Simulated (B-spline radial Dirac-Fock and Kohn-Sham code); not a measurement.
What relativity does to the binding energies of Re³⁷⁺

System: rhenium as Re³⁷⁺, [Kr] 4d2.

Both columns are ΔSCF binding energies of the configuration average from a radial B-spline solver: non-relativistic Hartree-Fock with a point nucleus, and Dirac-Fock with a finite nucleus and the Coulomb interaction alone, averaged over the two j levels with weights 2j+1.

```csv
shell,Hartree-Fock (eV),Dirac-Fock (eV),shift (eV),shift (%)
1s,67661.9,73677.0,+6015.15,+8.89
2s,12618.6,14221.7,+1603.08,+12.70
2p,12148.9,12685.7,+536.81,+4.42
3s,4130.1,4539.9,+409.78,+9.92
3p,3915.3,4071.5,+156.22,+3.99
3d,3521.8,3507.5,-14.31,-0.41
4s,1886.7,2020.0,+133.31,+7.07
4p,1785.2,1838.6,+53.42,+2.99
4d,1627.2,1628.1,+0.95,+0.06
```

Relativity binds 1s, 2s, 2p, 3s, 3p, 4s, 4p, 4d more strongly, among those listed most of all 2s in relative terms, and 3d more weakly, because the contracted s and p shells screen the nucleus better.

Values without a named source are computed, but for edge energies of neutral atoms, which are taken from tables.
